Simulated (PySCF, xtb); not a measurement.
C₂HCl₃, SMILES ClC(Cl)=CCl.

Harmonic wavenumbers (cm⁻¹) from GFN2-xTB (xtb 6.7.1) at its own minimum, in rising order: 139, 192, 244, 354, 412, 593, 743, 782, 831, 1169, 1600, 3085.

Q: What does PBE-D3(BJ)/def2-SVP (PySCF) give at its own minimum? (Estimate from the structure and the level; the computed values follow.)

A: 163, 198, 270, 379, 449, 623, 742, 837, 907, 1196, 1599, 3158. Paired by order, the mean absolute difference is 32 cm⁻¹ and the zero-point energies are 14.5 and 15.0 kcal/mol.
